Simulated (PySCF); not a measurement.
Planning a shielding job on C7H12AlNS.

Method: GIAO PBE0/pcSseg-1 NMR shielding, non-relativistic, gas phase (PySCF 2.14.0, density-fitted response routines). Geometry: GFN2-xTB. Work: shieldings, ring-centre shieldings, charges and field gradients, density fitting. A driver script takes a list of jobs; this job's settings line and coordinates (Å) are shown.

Command:
```bash
OMP_NUM_THREADS=1 python probes_run.py task.json out
```

Input:
```
{"job": {"kind": "nmr", "xc": "PBE0", "basis": "pcSseg-1"}, "charge": 0, "multiplicity": 1}
N     -3.519298     0.170056     1.022018
Al    -1.913650    -0.741886     0.115948
C     -1.602005     0.418235    -1.504771
S     -0.279462    -0.846291    -1.801656
C      1.061967    -0.305917    -0.789509
C      2.250324    -1.026589    -0.883005
C      3.352842    -0.646897    -0.144669
C      3.286417     0.457538     0.690782
C      2.105035     1.171268     0.785321
C      0.994701     0.797997     0.048707
H     -4.321124     0.280311     0.405951
H     -3.330825     1.062635     1.471272
H     -3.764949    -0.501998     1.741455
H     -2.667297    -2.049663    -0.294986
H     -0.965776    -0.788757     1.350265
H     -1.195859     1.384530    -1.815227
H     -2.335034     0.130464    -2.274440
H      2.293299    -1.884414    -1.537288
H      4.269734    -1.212615    -0.224197
H      4.149770     0.757550     1.265464
H      2.043892     2.030621     1.437271
H      0.076885     1.363207     0.132877
```

Hardware: one thread of an Arm Neoverse N1, no GPU, shared host with 64 logical CPUs at a one-minute load of 58. PySCF's memory limit was set to 1040 MB.

Q: How large is the basis?

A: 244 functions for 90 electrons, with 1303 fitting functions; the fitted three-index integrals, 1303 × 244 × 245/2 numbers of 8 bytes, come to 300 MiB.

Q: Estimate the wall time.

A: About 1.8 min. The SCF took 14 cycles.

Q: How much memory does it need at the peak?

A: About 1.1 GiB. Peak memory is the resident size of the whole Python process, interpreter and libraries included.

Q: At this speed, how long would 1000 such jobs take on 64 cores, one job a core?

A: 1000/64 gives 16 rounds of 1.8 min, about 29 min of wall time and 30 core-hours, if the jobs don't slow each other.

The SCF part of the output:
```
coarse grid: 19352 points
cycle   1  E = -968.5084066434  dE =  1.424e+00  |g| = 4.692e-01  |ddm| = 4.566e+00
cycle   2  E = -968.5105047149  dE = -2.098e-03  |g| = 4.939e-01  |ddm| = 1.107e+00
cycle   3  E = -968.5690320106  dE = -5.853e-02  |g| = 9.096e-02  |ddm| = 5.327e-01
cycle   4  E = -968.5708975307  dE = -1.866e-03  |g| = 4.608e-02  |ddm| = 1.768e-01
cycle   5  E = -968.5714652662  dE = -5.677e-04  |g| = 1.271e-02  |ddm| = 6.432e-02
cycle   6  E = -968.5715043358  dE = -3.907e-05  |g| = 3.982e-03  |ddm| = 1.779e-02
cycle   7  E = -968.5715081064  dE = -3.771e-06  |g| = 8.007e-04  |ddm| = 4.581e-03
final grid: 177552 points
cycle   8  E = -968.6294630801  dE = -3.929e-05  |g| = 1.062e-02  |ddm| = 5.630e-02
cycle   9  E = -968.6294457484  dE =  1.733e-05  |g| = 1.360e-02  |ddm| = 2.403e-02
cycle  10  E = -968.6294905545  dE = -4.481e-05  |g| = 9.439e-04  |ddm| = 1.422e-02
cycle  11  E = -968.6294907866  dE = -2.321e-07  |g| = 3.945e-04  |ddm| = 1.906e-03
cycle  12  E = -968.6294908244  dE = -3.788e-08  |g| = 1.328e-04  |ddm| = 5.284e-04
cycle  13  E = -968.6294908288  dE = -4.358e-09  |g| = 3.719e-05  |ddm| = 1.719e-04
cycle  14  E = -968.6294908291  dE = -3.072e-10  |g| = 1.248e-05  |ddm| = 4.383e-05
converged SCF energy = -968.6294908291
```

On the final grid dE counts from the start density on that grid.

The host was shared with other jobs, so the times are rough.
